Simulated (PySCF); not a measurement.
# Bond energies at MP2/def2-TZVPP beside a composite method

PySCF, lowest determinants of a PBE0 search. The composite is CCSD(T) extrapolated to the basis-set limit from two correlation-consistent sets, with core-valence (CV) and scalar-relativistic (SR) terms as its label shows; it has no spin–orbit coupling and nothing beyond (T).

```tsv
species	state (unpaired electrons)	De MP2 (eV)	De composite (eV)	composite	dissociates to
CdI	doublet (σ ↑)	1.15	1.13	CCSD(T)/CBS(DT)	Cd + I
CdF	doublet (σ ↑)	2.45	2.54	CCSD(T)/CBS(DT)	Cd + F
SnF	doublet (π ↑)	5.01	5.00	CCSD(T)/CBS(DT)+CV	Sn + F
ZnO	triplet (σ ↑, π ↑)	1.34	1.24	CCSD(T)/CBS(DT)	Zn + O
SiBr	doublet (π ↑)	3.83	3.88	CCSD(T)/CBS(TQ)	Si + Br
GeH	doublet (π ↑)	2.73	2.95	CCSD(T)/CBS(DT)	Ge + H
KCl	singlet (closed shell)	4.23	4.33	CCSD(T)/CBS(DT)+CV	K + Cl
GeS	singlet (closed shell)	5.75	5.68	CCSD(T)/CBS(DT)+CV	Ge + S
```

Problem. Does MP2 bind more or less than the composite, by how much on average, and where is the difference largest?

Solution. MP2/def2-TZVPP binds about as much on average, method and basis taken together: the mean signed difference is -0.03 eV and the mean absolute one 0.08 eV; it is largest for GeH (-0.22 eV).

The molecules are drawn from runs that passed checks on state, spin purity and fit, so the hardest cases are missing and the errors look smaller than over all diatomics.

Correlated steps freeze the inner cores (1 to 14 orbitals); shallow outer-core shells are correlated. UHF and ROHF references stand side by side, which adds small steps between rows. These are scalar-relativistic numbers at best; spin–orbit coupling would shift them, the dissociation energy most. Where the molecule has an RHF reference, its open-shell atoms are computed with UHF. The CCSD T1 diagnostic is raised in GeS, a sign that a single reference may not be enough there. States were picked by a PBE0 search and need not be the measured ground states.
